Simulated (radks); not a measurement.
Results of a calculation; reference values are marked as such.
Q: Valence configurations of neutral cobalt (all share [Ar]). Code: a radial shooting solver on a logarithmic mesh with Libxc functionals. Model: scalar-relativistic Kohn-Sham, PBEsol, spin-unpolarised, spherical densities, finite nucleus; Fermi nuclear charge, rms radius 3.7875 fm. Order these by energy: 3d9; 3d4 4s1 4p4; 3d7.5 4s0.5 4p1; 3d7 4s2; 3d6.5 4s2 4p0.5; 3d8 4s1; 3d6 4s2 4p1; 3d6 4s1 4p2; 3d7 4s1 4p1; 3d7.5 4s1.5.

A: From the lowest, in eV above it: 3d8 4s1 0.000; 3d7.5 4s1.5 0.249; 3d9 1.071; 3d7 4s2 1.214; 3d7.5 4s0.5 4p1 4.313; 3d6.5 4s2 4p0.5 5.361; 3d7 4s1 4p1 5.597; 3d6 4s2 4p1 10.905; 3d6 4s1 4p2 16.189; 3d4 4s1 4p4 56.027. NIST lists [Ar] 3d7 4s2 as the ground configuration; this level of theory puts 3d8 4s1 lower, by 1.214 eV. The energies are those of spherical spin-averaged densities, not of single terms.
